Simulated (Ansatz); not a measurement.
C2H6InS, SMILES `C[S][In][CH3]` radical. Charge 0, multiplicity 2. In takes the def2 core potential. Geometry: relaxed with PBE0-D4/def2-TZVP. It is one conformer, not always the lowest.

```xyz
10

C    -1.121    0.525   -1.337
S    -2.130    0.706    0.169
In   -0.564    0.011    1.889
C     1.419   -0.608    1.164
H    -0.297    1.238   -1.356
H    -0.730   -0.487   -1.445
H    -1.774    0.731   -2.185
H     2.072   -0.862    1.996
H     1.283   -1.475    0.514
H     1.841    0.220    0.591
```

**Question.** What is the dipole moment at B3LYP/def2-TZVPP? (Estimate.)

**Answer.** Ansatz gave: 2.12 D, with components (2.01, -0.67, 0.02) D in this frame, pointing from negative to positive charge.

**Question.** And with PBE, r2SCAN, ωB97M-V? (Estimate.)

**Answer.** Computed: PBE 2.09 D, r2SCAN 2.20 D, ωB97M-V 2.15 D.

**Question.** Give the Mulliken charges with B3LYP, r2SCAN, ωB97M-V in def2-TZVPP. (Estimate.)

**Answer.** Computed: 
```csv
atom,B3LYP,r2SCAN,ωB97M-V
C1,-0.29,-0.16,-0.37
S2,-0.34,-0.36,-0.30
In3,0.47,0.45,0.45
C4,-0.55,-0.47,-0.61
H5,0.12,0.08,0.14
H6,0.12,0.08,0.13
H7,0.13,0.09,0.14
H8,0.12,0.10,0.15
H9,0.11,0.10,0.14
H10,0.11,0.10,0.14
```

B3LYP here is the variant with VWN-RPA as its local correlation; programs differ in this.
